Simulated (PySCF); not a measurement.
C₃H₁₁AlO, singlet, GFN2-xTB optimised geometry.

```
16

Al    -0.18    -0.56     0.00
H     -0.87    -1.84    -0.64
C     -1.25     1.13     0.00
H     -1.25     1.69     0.94
H     -2.30     0.94    -0.23
H     -0.90     1.84    -0.76
C      1.83    -0.56     0.00
H      2.30    -0.23     0.93
H      2.24     0.08    -0.78
H      2.23    -1.57    -0.20
C     -0.43    -1.02     3.09
O     -0.60    -1.34     1.72
H     -1.40    -0.94     3.59
H      0.07    -0.06     3.12
H      0.19    -1.77     3.59
H     -1.05    -2.18     1.58
```

Density from PBE0/def2-TZVP in PySCF at that geometry.

Minimum of the electron density along straight lines between bonded atoms, close to the bond critical point (lines longer than 1.1 times the sum of covalent radii, or with two minima, are not listed):

| bond | length / Å | ρ at the minimum / e bohr⁻³ | ∇²ρ there / e bohr⁻⁵ | position (fraction from the first atom) |
|---|---|---|---|---|
| Al1–H2 | 1.584 | 0.080 | 0.22 | 0.50 |
| Al1–C3 | 2.005 | 0.079 | 0.22 | 0.40 |
| C3–H4 | 1.097 | 0.264 | -0.85 | 0.63 |
| C3–H5 | 1.097 | 0.266 | -0.86 | 0.63 |
| C3–H6 | 1.095 | 0.266 | -0.86 | 0.63 |
| Al1–C7 | 2.006 | 0.079 | 0.22 | 0.40 |
| C7–H8 | 1.097 | 0.264 | -0.85 | 0.63 |
| C7–H9 | 1.095 | 0.266 | -0.86 | 0.63 |
| C7–H10 | 1.097 | 0.266 | -0.86 | 0.63 |
| Al1–O12 | 1.933 | 0.053 | 0.35 | 0.42 |
| C11–O12 | 1.415 | 0.249 | -0.39 | 0.34 |
| C11–H13 | 1.092 | 0.285 | -1.01 | 0.65 |
| C11–H14 | 1.087 | 0.289 | -1.05 | 0.65 |
| C11–H15 | 1.092 | 0.285 | -1.01 | 0.65 |
| O12–H16 | 0.963 | 0.357 | -2.52 | 0.82 |
